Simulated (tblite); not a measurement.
A geometry optimisation, step by step.

Compound: C₈H₁₅P.
Numbering: `[CH3:1][P:2]([CH:3]1[CH2:4][CH2:5][CH2:6]1)[CH:7]1[CH2:8][CH2:9]1` (hydrogens: H10, H11, H12 on C1; H13 on C3; H14, H15 on C4; H16, H17 on C5; H18, H19 on C6; H20 on C7; H21, H22 on C8; H23, H24 on C9)

Computed with GFN2-xTB (tblite), gas phase: L-BFGS steps from a force-field or distance-geometry start until the largest atomic force falls under 0.01 eV/Å. 5 of its 80 geometries are shown.

Step 0: E = -741.4089 eV, largest atomic force 1.445 eV/Å
```
atom  x, y, z in Å  |  force x, y, z in eV/Å
C1      0.284    2.420    0.318   -0.598   0.433   0.494
P2      0.347    0.840   -0.607   -0.012  -0.382  -0.536
C3     -1.010   -0.100    0.267   -0.273   0.200  -0.710
C4     -2.486    0.234   -0.126   -0.026  -0.209   1.430
C5     -2.801   -1.265    0.139    0.135   0.385  -1.086
C6     -1.322   -1.551   -0.186    0.188  -0.262   1.249
C7      1.806    0.070    0.213   -0.040  -0.079   0.075
C8      3.145    0.230   -0.452   -0.291  -0.489  -0.133
C9      2.446   -1.109   -0.472    0.363   0.577   0.386
H10     1.120    3.057    0.055    0.144  -0.020  -0.142
H11     0.292    2.266    1.400    0.045  -0.083  -0.016
H12    -0.647    2.959    0.071    0.326  -0.245  -0.025
H13    -0.853   -0.024    1.357   -0.165  -0.141  -0.287
H14    -2.634    0.535   -1.161    0.206  -0.142   0.095
H15    -3.006    0.939    0.543    0.167  -0.100  -0.298
H16    -3.530   -1.715   -0.535   -0.048  -0.041   0.035
H17    -3.083   -1.485    1.169    0.194   0.144  -0.126
H18    -0.855   -2.343    0.418   -0.026   0.158  -0.215
H19    -1.130   -1.755   -1.238   -0.081   0.254   0.079
H20     1.798    0.058    1.308   -0.042   0.029  -0.240
H21     4.012    0.337    0.178    0.088   0.048   0.031
H22     3.207    0.773   -1.390   -0.066  -0.051   0.199
H23     2.048   -1.446   -1.407   -0.182  -0.043  -0.239
H24     2.839   -1.906    0.145   -0.005   0.058  -0.021
```

Step 20: E = -741.5681 eV, largest atomic force 0.090 eV/Å
```
atom  x, y, z in Å  |  force x, y, z in eV/Å
C1      0.260    2.391    0.299   -0.004  -0.029  -0.012
P2      0.313    0.818   -0.682    0.022   0.043   0.046
C3     -0.996   -0.086    0.276    0.043   0.002  -0.005
C4     -2.463    0.248   -0.047    0.026  -0.017   0.005
C5     -2.780   -1.248    0.083    0.016  -0.022  -0.029
C6     -1.288   -1.546   -0.118    0.000   0.041   0.003
C7      1.755    0.065    0.171    0.005  -0.024  -0.003
C8      3.111    0.221   -0.454   -0.001   0.034   0.007
C9      2.433   -1.108   -0.474    0.006  -0.012   0.005
H10     1.113    3.014    0.033   -0.024  -0.031  -0.008
H11     0.290    2.164    1.365    0.000   0.072  -0.009
H12    -0.655    2.930    0.062    0.010  -0.001   0.010
H13    -0.794    0.002    1.349   -0.006  -0.009   0.000
H14    -2.568    0.598   -1.074   -0.024  -0.012   0.021
H15    -2.979    0.939    0.618    0.005  -0.054   0.029
H16    -3.472   -1.673   -0.640   -0.015  -0.004  -0.006
H17    -3.106   -1.502    1.091   -0.028  -0.013  -0.056
H18    -0.837   -2.332    0.489   -0.053   0.072   0.008
H19    -1.046   -1.728   -1.166   -0.024  -0.005   0.046
H20     1.709    0.072    1.257   -0.025   0.012  -0.005
H21     3.957    0.365    0.200    0.037  -0.014  -0.002
H22     3.176    0.770   -1.380    0.017   0.005  -0.036
H23     2.043   -1.464   -1.416    0.007  -0.001  -0.011
H24     2.813   -1.890    0.165    0.011  -0.034   0.003
```

Step 40: E = -741.5881 eV, largest atomic force 0.052 eV/Å
```
atom  x, y, z in Å  |  force x, y, z in eV/Å
C1      0.258    2.402    0.254    0.004   0.009   0.006
P2      0.290    0.801   -0.677    0.030   0.015  -0.026
C3     -0.998   -0.083    0.333   -0.010   0.015   0.005
C4     -2.473    0.252    0.037   -0.006  -0.021  -0.009
C5     -2.782   -1.252   -0.005   -0.032   0.008  -0.004
C6     -1.277   -1.546   -0.053   -0.025  -0.005  -0.003
C7      1.756    0.060    0.152   -0.018  -0.004   0.018
C8      3.115    0.214   -0.469   -0.026   0.029   0.024
C9      2.438   -1.115   -0.488   -0.001   0.007  -0.002
H10     1.101    3.015   -0.060   -0.006  -0.006  -0.011
H11     0.316    2.228    1.328    0.003   0.016  -0.004
H12    -0.665    2.931    0.020    0.012  -0.010   0.003
H13    -0.763    0.025    1.396    0.004  -0.017   0.030
H14    -2.607    0.730   -0.933    0.025   0.006   0.026
H15    -2.997    0.834    0.795    0.032  -0.023  -0.034
H16    -3.364   -1.596   -0.857   -0.001  -0.002  -0.007
H17    -3.254   -1.610    0.909    0.014   0.005   0.005
H18    -0.903   -2.304    0.632   -0.011  -0.002  -0.002
H19    -0.935   -1.780   -1.061    0.025   0.003   0.006
H20     1.709    0.071    1.238    0.007  -0.006   0.016
H21     3.957    0.348    0.194    0.015   0.029  -0.026
H22     3.196    0.761   -1.397   -0.010  -0.011   0.002
H23     2.053   -1.470   -1.433   -0.010  -0.013  -0.005
H24     2.819   -1.896    0.152   -0.015  -0.019  -0.011
```

Step 59: E = -741.5917 eV, largest atomic force 0.012 eV/Å
```
atom  x, y, z in Å  |  force x, y, z in eV/Å
C1      0.263    2.406    0.236    0.000  -0.002   0.000
P2      0.284    0.784   -0.656    0.004   0.001  -0.002
C3     -0.997   -0.093    0.369    0.003  -0.003   0.001
C4     -2.466    0.251    0.061   -0.003  -0.001  -0.004
C5     -2.780   -1.248   -0.044   -0.001  -0.005   0.000
C6     -1.276   -1.554   -0.031   -0.004   0.001   0.000
C7      1.753    0.053    0.171    0.008  -0.003  -0.001
C8      3.098    0.220   -0.474    0.007  -0.005  -0.008
C9      2.430   -1.114   -0.488    0.010  -0.003  -0.002
H10     1.097    3.010   -0.116    0.002   0.004   0.002
H11     0.344    2.268    1.314    0.004  -0.008   0.008
H12    -0.665    2.926    0.006   -0.009   0.002   0.001
H13    -0.758    0.011    1.432    0.000   0.002   0.001
H14    -2.581    0.773   -0.888   -0.004   0.001  -0.002
H15    -3.000    0.800    0.834   -0.005   0.007  -0.001
H16    -3.321   -1.560   -0.935    0.000   0.000  -0.003
H17    -3.296   -1.634    0.834   -0.003   0.003  -0.001
H18    -0.942   -2.314    0.672   -0.004   0.000  -0.002
H19    -0.886   -1.794   -1.020    0.001   0.001   0.008
H20     1.722    0.061    1.258   -0.005   0.001   0.002
H21     3.957    0.363    0.166   -0.002   0.007  -0.007
H22     3.152    0.767   -1.404    0.000   0.005   0.000
H23     2.030   -1.465   -1.427   -0.001  -0.004   0.010
H24     2.825   -1.900    0.139    0.000   0.000   0.001
```

Step 79: E = -741.5926 eV, largest atomic force 0.010 eV/Å
```
atom  x, y, z in Å  |  force x, y, z in eV/Å
C1      0.263    2.395    0.248    0.001   0.000  -0.001
P2      0.284    0.775   -0.648    0.004  -0.001   0.001
C3     -1.002   -0.094    0.378    0.004  -0.004   0.000
C4     -2.467    0.256    0.055   -0.001  -0.002   0.000
C5     -2.785   -1.241   -0.061    0.004  -0.008   0.001
C6     -1.284   -1.556   -0.017    0.002   0.001   0.002
C7      1.762    0.051    0.172    0.000  -0.002  -0.001
C8      3.096    0.226   -0.494    0.002  -0.005  -0.001
C9      2.444   -1.116   -0.482   -0.003   0.002  -0.002
H10     1.083    3.011   -0.116    0.002   0.002   0.001
H11     0.367    2.251    1.323   -0.001   0.002  -0.001
H12    -0.676    2.904    0.037    0.000   0.001   0.004
H13    -0.767    0.017    1.441    0.002  -0.003   0.000
H14    -2.572    0.786   -0.891    0.004  -0.001  -0.004
H15    -3.007    0.802    0.827   -0.001   0.003   0.003
H16    -3.307   -1.545   -0.967   -0.001   0.001  -0.002
H17    -3.324   -1.627    0.802   -0.005   0.000   0.001
H18    -0.970   -2.312    0.700   -0.007   0.000  -0.005
H19    -0.875   -1.809   -0.995   -0.002   0.000   0.007
H20     1.742    0.070    1.258   -0.002   0.003  -0.003
H21     3.963    0.388    0.129   -0.001   0.002   0.000
H22     3.126    0.764   -1.431    0.004  -0.004   0.002
H23     2.036   -1.488   -1.410   -0.001   0.003   0.001
H24     2.857   -1.889    0.150   -0.003   0.009  -0.001
```

**Question.** Summarise the path.

**Answer.** The energy falls by 4.24 kcal/mol from step 0 to step 79; nine tenths of that is first reached at step 25. It falls at every step. The largest force goes from 1.445 to 0.010 eV/Å. Among the bonds C3–C4 changes most, from 1.564 to 1.540 Å; the atoms move by 0.221 Å rms after alignment.

**Question.** Follow the three bonds and two angles with the largest change from start to end.

**Answer.** 
```csv
step,E above end (kcal/mol),largest force (eV/Å),C3–C4 (Å),C4–C5 (Å),C1–P2 (Å),P2–C3–C6 (°),C4–C3–C6 (°)
0,4.24,1.445,1.564,1.554,1.832,118.7,86.4
3,1.53,0.259,1.541,1.530,1.868,119.1,87.4
7,1.23,0.207,1.544,1.536,1.849,119.5,87.6
10,0.92,0.148,1.540,1.534,1.855,118.4,87.7
14,0.73,0.082,1.539,1.532,1.849,117.9,87.7
17,0.65,0.076,1.540,1.535,1.849,117.7,88.1
21,0.54,0.081,1.538,1.533,1.853,117.6,88.4
24,0.44,0.099,1.537,1.533,1.850,117.7,88.4
27,0.34,0.091,1.538,1.534,1.855,117.6,88.6
31,0.25,0.062,1.539,1.535,1.854,117.5,89.0
34,0.21,0.044,1.539,1.535,1.853,117.3,89.0
38,0.13,0.065,1.541,1.535,1.854,116.4,89.1
41,0.09,0.047,1.540,1.536,1.852,116.1,89.2
45,0.07,0.057,1.540,1.535,1.852,115.7,89.1
48,0.05,0.042,1.541,1.535,1.851,115.5,89.2
52,0.03,0.025,1.540,1.535,1.851,115.4,89.2
55,0.03,0.024,1.540,1.535,1.852,115.4,89.2
58,0.02,0.012,1.540,1.535,1.852,115.4,89.3
62,0.02,0.011,1.540,1.535,1.852,115.4,89.3
65,0.02,0.017,1.540,1.535,1.852,115.4,89.3
69,0.01,0.018,1.540,1.535,1.852,115.3,89.3
72,0.01,0.019,1.540,1.535,1.852,115.3,89.3
76,0.00,0.011,1.540,1.535,1.852,115.4,89.3
79,0.00,0.010,1.540,1.535,1.852,115.4,89.3
```

What follows is the cost of the whole relaxation. Hardware: an Intel Xeon Platinum 8375C at 2.90 GHz with one thread, shared host with 128 logical CPUs at a one-minute load of 66. Cost: 1.0 s of wall time.
